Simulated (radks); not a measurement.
Species: Cd38+. Configuration: [Ne].

Calculated with a radial shooting solver on a logarithmic mesh with Libxc functionals: Dirac Kohn-Sham, PBE, spin-unpolarised, spherical densities, point nucleus.

Energy parts (eV):
| part | energy |
|---|---|
| total | -117540.728 |
| kinetic | 124331.066 |
| electron-nucleus | -252837.376 |
| Hartree | 13186.423 |
| exchange-correlation | -2220.840 |

Orbitals (lengths in bohr, moments of r in powers of bohr; <r^-3> diverges for s and p1/2):
| orbital | occ. | eigenvalue (eV) | <r> | <r^-3> | <r^2> |
|---|---|---|---|---|---|
| 1s1/2 | 2 | -28905.73 | 0.03037 | - | 0.001247 |
| 2s1/2 | 2 | -6177.844 | 0.1286 | - | 0.01950 |
| 2p1/2 | 2 | -5940.371 | 0.1087 | - | 0.01445 |
| 2p3/2 | 4 | -5739.304 | 0.1136 | 3913 | 0.01564 |
| 3s1/2 | 0 | -2535.503 | 0.3079 | - | 0.1079 |
| 3p1/2 | 0 | -2456.392 | 0.2921 | - | 0.09859 |
| 3p3/2 | 0 | -2403.641 | 0.2992 | 1048 | 0.1032 |

The highest occupied level is 2p3/2 at -5739.3 eV. The density falls to 0.001 e/bohr^3 at r = 0.48 bohr.
